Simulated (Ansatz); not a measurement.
Reaction (cleavage of the Al–Si bond): `[CH3][Al]([NH2])[SiH2][SiH3]` + HCl → `[CH3][Al]([NH2])[Cl]` + `[SiH3][SiH3]`

Program: Ansatz. Geometries: PBE0-D4/def2-TZVP. ΔE: electronic, gas phase. CCSD(T)/CBS adds triple-zeta CCSD(T) − MP2 to the extrapolated MP2 energy (def2 sets, frozen cores). This one scheme is used for every species. DFT in def2-TZVPP. One conformer a species, not always the lowest.

```
             level  ΔE (eV)
           ωB97X-V    -1.63
CCSD(T)/def2-TZVPP    -1.58
     HF/def2-QZVPP    -1.91
SCS-MP2/def2-QZVPP    -1.72
```

What does CCSD(T)/CBS give? (An estimate is asked.)

Ansatz gave: -1.62 eV. The listed levels differ from it by -0.01, 0.04, -0.29, -0.10 eV.

Largest T1 diagnostic among the species: 0.013.

The D4 term adds +0.05 eV with B3LYP and +0.03 eV with PBE0; it sums over pairs of atoms, weighted by their polarisabilities, and B3LYP, whose exchange is more repulsive, gets the larger term. From PBE to PBE0 (25 % exact exchange), in def2-TZVPP and without D4, ΔE moves by −0.08 eV. In def2-TZVPP, CCSD(T) changes the Hartree–Fock value by +0.32 eV (the triples alone add +0.04 eV) and MP2 by +0.23 eV.

B3LYP here is the variant with VWN-RPA as its local correlation; programs differ in this.
